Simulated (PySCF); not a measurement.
ethenyl(silyloxy)silane (C2H8OSi2), SMILES C=C[SiH2]O[SiH3]. Heavy atoms are numbered as in [CH2:1]=[CH:2][SiH2:3][O:4][SiH3:5]. Hydrogens are named by the atom that carries them.

Geometry: ωB97X-D3(BJ)/def2-SVP. Other conformers were not sampled.

Computed with PySCF with PBE/def2-TZVP.

ESP charges are fitted to the potential on shells at 1.4 to 2.0 van der Waals radii. Atomic charges (e), one atom of each kind:

```json
[
 {"atom": "C1 (CH2)", "Mulliken": "-0.24", "ESP fit": "-0.32", "Löwdin": "-0.20", "IAO": "-0.27"},
 {"atom": "C2 (CH)", "Mulliken": "-0.20", "ESP fit": "-0.23", "Löwdin": "(withheld)", "IAO": "-0.44"},
 {"atom": "Si3 (SiH2)", "Mulliken": "0.34", "ESP fit": "0.33", "Löwdin": "0.18", "IAO": "0.97"},
 {"atom": "O4", "Mulliken": "-0.33", "ESP fit": "-0.19", "Löwdin": "0.01", "IAO": "-0.85"},
 {"atom": "Si5 (SiH3)", "Mulliken": "0.24", "ESP fit": "0.25", "Löwdin": "0.13", "IAO": "0.82"},
 {"atom": "H on C1", "Mulliken": "0.13", "ESP fit": "0.15", "Löwdin": "(withheld)", "IAO": "0.15"},
 {"atom": "H on C2", "Mulliken": "0.11", "ESP fit": "0.16", "Löwdin": "(withheld)", "IAO": "0.16"},
 {"atom": "H on Si3", "Mulliken": "-0.04", "ESP fit": "-0.07", "Löwdin": "-0.03", "IAO": "-0.14"},
 {"atom": "H on Si5", "Mulliken": "-0.03", "ESP fit": "-0.06", "Löwdin": "(withheld)", "IAO": "-0.14"}
]
```

Task: Complete the blanks. (An estimate is asked for; the answer gives what the named calculation found.)

Result: 
- C2 (CH), Löwdin: -0.31
- H on C1, Löwdin: 0.13
- H on C2, Löwdin: 0.14
- H on Si5, Löwdin: -0.04

Computed Mayer and Wiberg (Löwdin basis) orders of the bonds:
| bond | Mayer | Wiberg |
|---|---|---|
| C1–C2 | 1.93 | 2.21 |
| C2–Si3 | 1.02 | 1.15 |
| Si3–O4 | 1.14 | 1.54 |
| O4–Si5 | 1.18 | 1.61 |
